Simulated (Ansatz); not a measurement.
Reactions of `FCO[SiH2][SiH3]`.

Gas-phase electronic energies from Ansatz, PBE0-D4/def2-TZVP geometries. CBS: MP2 limit from def2 TZ/QZ plus the TZ coupled-cluster correction, frozen cores. This one scheme is used for every species. DFT in def2-TZVPP. Each species was taken in one conformer, which may not be the lowest.

```
                                                        reaction  ωB97M-V (eV)  B2PLYP (eV)  HF/CBS(def2) (eV)
   `FCO[SiH2][SiH3]` + `C=C(O)O` → `O[SiH2][SiH3]` + `C=C(O)OCF`          0.10         0.08               0.08
                           `FCO[SiH2][SiH3]` → `O[SiH2][SiH2]CF`         -0.22        -0.22              -0.11
                          `FCO[SiH2][SiH3]` → `C[SiH2][SiH](O)F`         -2.98        -3.00              -2.92
                           `FCO[SiH2][SiH3]` → `FC[SiH2]O[SiH3]`         -1.49        -1.50              -1.67
                         `FCO[SiH2][SiH3]` → `FC([SiH3])O[SiH3]`          0.21         0.23               0.21
`FCO[SiH2][SiH3]` + `O[SiH2]O` → `O[SiH](O)[SiH2][SiH3]` + `OCF`          0.82         0.84               1.06
                   `FCO[SiH2][SiH3]` → `[CH]F` + `O[SiH2][SiH3]`          3.66         3.65               3.27
           `FCO[SiH2][SiH3]` + `CBO` → `CBO[SiH2][SiH3]` + `OCF`          0.04         0.04              -0.01
```

Task: Give the CCSD(T)/CBS values in the same order. (Estimate.)

Result: Ansatz gave: 0.07, -0.25, -3.08, -1.50, 0.26, 0.79, 3.63, 0.02 eV.

Largest T1 diagnostic: 0.018, for `[CH]F`.
